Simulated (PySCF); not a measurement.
C4H5NSi, SMILES N[SiH](C#C)C#C. Geometry: PBE0-D3(BJ)/def2-SVP. The structure was generated by enumeration, and PubChem lists no compound with its InChIKey, so it may never have been made. The values are those of a single conformer.

Give the equilibrium geometry at PBE0-D3(BJ)/def2-SVP (PySCF confirms it by a frequency run) as bond lengths and angles. (Estimate from the structure and the level; the computed values follow.)

One answer among several that fit: 
Atoms: C1 C2 Si3 N4 C5 C6 H7 H8 H9 H10 H11. Bonds (Å): C1–C2 1.217, C1–H7 1.076, C2–Si3 1.835, Si3–N4 1.721, Si3–C5 1.845, Si3–H8 1.488, N4–H9 1.014, N4–H10 1.014, C5–C6 1.218, C6–H11 1.076. Angles (°): C2–C1–H7 179.9, C1–C2–Si3 179.7, C2–Si3–N4 108.1, C2–Si3–C5 106.8, C2–Si3–H8 111.1, N4–Si3–C5 115.2, N4–Si3–H8 108.1, C5–Si3–H8 107.6, Si3–N4–H9 119.0, Si3–N4–H10 118.9, H9–N4–H10 110.9, Si3–C5–C6 178.4, C5–C6–H11 179.7.
Charge 0, spin multiplicity 1.
